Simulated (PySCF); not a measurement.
A geometry optimisation on WOBr3, `[O]=[W]([Br])([Br])[Br]` [radical].

Computed with PBE0-D3(BJ)/def2-SVP geometry optimisation, gas phase, def2 core potentials past Kr (PySCF 2.14.0). Start geometry: GFN2-xTB. The input is one job of a driver script: a line of settings, then coordinates in Å.

Input:
```
{"job": {"xc": "PBE0", "basis": "def2-SVP", "d3": "d3bj", "grid": 1, "maxiter": 40, "kind": "geom"}, "charge": 0, "multiplicity": 2}
W      0.099350    -0.003360     0.258190
O     -0.100590    -0.015480     1.908810
Br     2.233710     0.011630    -0.789730
Br    -1.119260     1.868540    -0.673200
Br    -1.113220    -1.861330    -0.704060
```

Output:
```
step   0  E = -7863.00406704  max force = 0.026260
step   1  E = -7863.00551747  max force = 0.016434
step   2  E = -7863.00614091  max force = 0.004049
step   3  E = -7863.00641600  max force = 0.003458
step   4  E = -7863.00647114  max force = 0.001471
step   5  E = -7863.00649343  max force = 0.001075
step   6  E = -7863.00648943  max force = 0.001745
step   7  E = -7863.00649338  max force = 0.000895
step   8  E = -7863.00649310  max force = 0.000405
optimisation converged
```

Energies in Eh; «max force» is the largest Cartesian gradient component in Eh/bohr.

**Question.** How much energy does the optimisation release, in kJ/mol?

**Answer.** E(step 0) − E(last step) = 0.002426 Eh, which is 6.4 kJ/mol.

**Question.** Give the first gradient maximum in eV/Å.

**Answer.** With 1 Eh/bohr = 51.422 eV/Å, 1.350 eV/Å.

In short: final energy -7863.00649 Eh after 8 steps; dipole 1.18 D.

**Question.** Give the final coordinates.

**Answer.** 0.083 Å rms from the input after alignment:
```
atom  x, y, z in Å
W1     0.0882    0.0123    0.2145
O2    -0.2999   -0.0243    1.8475
Br3    2.4107    0.0075   -0.4396
Br4   -1.1220    1.8340   -0.8058
Br5   -1.0771   -1.8295   -0.8166
```

The run took 2.0 min of wall time on an x86-64 server with one thread, on a shared host.
Labels such as C1 count atoms from 1, the log's own numbers from 0.

Neither the SCF state along the optimisation nor the shape of the open-shell metal species was proved the lowest: other solutions of the same spin, or a structure of lower symmetry, can lie below.
